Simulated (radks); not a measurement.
All-electron atom: the ruthenium ion Ru3+ in [Kr] 4d5. All-electron calculation, Dirac Kohn-Sham, BLYP, spin-unpolarised, spherical densities, finite nucleus; open shells fill j = l - 1/2 first; Fermi nuclear charge, rms radius 4.4809 fm. Program: a radial shooting solver on a logarithmic mesh with Libxc functionals.

Radial electron density D(r) = 4 pi r^2 rho(r):

```
   r/bohr * D(r) (the largest magnitude, 68.1, reaches the edge; | marks zero)
 0.002888 |    *
 0.003791 |       *
 0.004936 |           *
 0.006428 |                *
  0.00837 |                      *
  0.01099 |                              *
  0.01431 |                                     *
  0.01863 |                                           *
  0.02426 |                                             *
  0.03158 |                                          *
  0.04146 |                                      *
  0.05398 |                                       *
  0.07029 |                                              *
  0.09153 |                                                      *
   0.1201 |                                                     *
   0.1564 |                                          *
   0.2037 |                                   *
   0.2652 |                                        *
   0.3482 |                                          *
   0.4533 |                             *
   0.5903 |              *
   0.7686 |          *
    1.009 |          *
    1.314 |       *
    1.711 |   *
    2.228 |*
    2.924 *
    3.807 *
    4.957 *
```

D(r) has 4 maxima, at r = 0.0235, 0.104, 0.319, 0.931 bohr, and minima at 0.0471, 0.205, 0.756 bohr, inside which lie 2.05, 11.10, 29.22 electrons.
